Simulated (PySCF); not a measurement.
How methods differ on the ionisation energy of Ar⁺

Ar⁺ [Ne] 3s2 3p5 (2P) → Ar²⁺ [Ne] 3s2 3p4 (3P), as a difference of total energies. Computed with PySCF 2.14 in jorge-DZP-DKH (7s4p1d, 24 functions), with the spin-free X2C one-electron Hamiltonian (Gaussian nucleus). Correlated levels: valence: [Ne] frozen. The calculations carry no spin-orbit coupling.

| method | ionisation energy (eV) | difference from reference (eV) |
| --- | --- | --- |
| UHF | 26.386 | -1.244 |
| TPSS | 27.624 | -0.006 |
| MN15 | 27.815 | +0.185 |
| MP2 (valence) | 27.066 | -0.564 |
| SCS-MP2 (valence) | 27.041 | -0.589 |
| CCSD (valence) | 26.999 | -0.631 |
| CCSD(T) (valence) | 27.002 | -0.628 |

Reference: 27.630 eV (measured; NIST Atomic Spectra Database, ionization energies).

The reference lies between the lowest fine-structure levels, while these numbers refer to the centres of the terms.

Errors of the correlated levels include the incompleteness of this basis and the frozen core.
